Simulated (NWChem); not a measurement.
System: C$_{2}$H$_{5}$FOSi; SMILES C=C[SiH](O)F

Here is an NWChem input.

```
start job
memory heap 200 mb stack 900 mb global 1100 mb
geometry units angstroms noautoz
  Si     0.007495    -0.516384    -0.426206
  O      0.770988    -1.684296     0.463836
  F     -1.556227    -0.417510    -0.022410
  C      0.718963     1.175198    -0.131395
  C     -0.026503     2.204440     0.294770
  H      0.102794    -0.986180    -1.823119
  H      0.914623    -1.485484     1.400142
  H      1.782269     1.344593    -0.313481
  H      0.388580     3.196392     0.467830
  H     -1.091442     2.093281     0.487467
end
basis spherical
  * library def2-svp
end
dft
  xc b3lyp
  iterations 150
  mulliken
end
task dft energy
```

Coordinates come from a B3LYP/6-31G* (spherical d) optimisation. B3LYP is NWChem's, with the RPA form of VWN correlation.

What results follow from this input? (B3LYP/def2-SVP.) Quantities: energy (Ha); highest occupied level (eV); orbital gap (eV); dipole (D).

The energy (Ha) comes out as -543.60 and the highest occupied level (eV) is -7.97. The orbital gap (eV) comes out as 7.12 and the dipole (D) is 2.23.
